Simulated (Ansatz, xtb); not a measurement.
**Relative energy of two isomers of C5H7FOSe**

Structure I: `CO[C@@H]1CC(F)=C[Se]1`, a singlet. Structure II: `FCC1=COCC[Se]1`, a singlet. Both are isolated molecules in the gas phase, relaxed with B3LYP-D3(BJ)/def2-SVP; the shapes shown needn't be the lowest conformers.

I (Å):

```xyz
15

C    -0.7011    0.6803    2.5643
C     0.5419    0.0431    0.6663
C     1.4849   -1.0517    0.1720
C     2.8995   -0.5898    0.3628
C     3.1471    0.7184    0.4541
F     3.8495   -1.5347    0.3823
O     0.2616   -0.1786    2.0012
Se    1.5653    1.7879    0.3646
H    -0.3540    1.7300    2.5505
H    -0.8536    0.3664    3.6055
H    -1.6653    0.6185    2.0223
H    -0.3788    0.1284    0.0626
H     1.2847   -1.9776    0.7333
H     1.3019   -1.2545   -0.8984
H     4.1350    1.1659    0.5592
```

II (Å):

```xyz
15

C     2.5099    1.7464    0.7521
C     1.9170    0.4045    1.0314
C     2.5858   -0.7196    0.7120
C     1.1636   -2.2873    1.8175
C    -0.1097   -1.5203    1.4948
F     1.7932    2.4394   -0.2112
O     2.2326   -2.0058    0.9241
Se    0.1483    0.4085    1.7779
H     3.5509    1.6282    0.4034
H     2.5200    2.3716    1.6640
H     3.5526   -0.6607    0.2016
H     1.4819   -2.0767    2.8535
H     0.9913   -3.3701    1.7204
H    -0.4140   -1.6943    0.4529
H    -0.9259   -1.8325    2.1615
```

Q: Estimate E(II) − E(I) at the level CCSD(T)/def2-SVP + ΔMP2/def2-TZVPP.

A: Calculated at CCSD(T)/def2-SVP + ΔMP2/def2-TZVPP: E(II) − E(I) = −13.1 kJ/mol, so structure II lies lower.

How the difference moves with the method:

| level | geometry | E(II) − E(I) (kJ/mol) | departure from the last row (kJ/mol) | job, with rough time for the two |
| --- | --- | --- | --- | --- |
| B3LYP-D3(BJ)/def2-SVP | B3LYP-D3(BJ)/def2-SVP | −12.2 | +0.9 | optimisation, 1.9 min |
| HF/def2-SVP | B3LYP-D3(BJ)/def2-SVP | −23.3 | −10.2 | part of the CCSD(T) run |
| MP2/def2-SVP | B3LYP-D3(BJ)/def2-SVP | −12.5 | +0.6 | part of the CCSD(T) run |
| CCSD(T)/def2-SVP | B3LYP-D3(BJ)/def2-SVP | −11.8 | +1.3 | single point |
| CCSD(T)/def2-SVP + ΔMP2/def2-TZVPP | B3LYP-D3(BJ)/def2-SVP | −13.1 |  | single point, 3.9 min |

As drawn, both hold the same kinds of bond in the same numbers. Structure I has 1 methyl group, II 0. Structure I has a 5-membered ring, II a 6-membered ring.

The levels shown agree on the order. The largest departure from CCSD(T)/def2-SVP + ΔMP2/def2-TZVPP is that of HF/def2-SVP, 10.2 kJ/mol. Levels run at GFN2-xTB geometries aren't shown. The last row adds to CCSD(T) the change of the MP2 difference between the two basis sets, here −1.3 kJ/mol.

With thermal terms from frequencies at re-optimised GFN2-xTB minima (ideal gas, soft modes damped towards free rotors, one conformer each, 298.15 K, 1 atm): the zero-point term adds +2.6 kJ/mol; ΔH is −11.2 and ΔG −10.9 kJ/mol.

The correlated steps freeze 16 core orbitals; the filled d shell of Se is correlated, in a basis made for valence electrons. Mirror images aren't counted in ΔG. Run with Ansatz 0.2.0, xtb 6.7.1; the last row on 4 threads of Arm Neoverse V1 on a shared host.
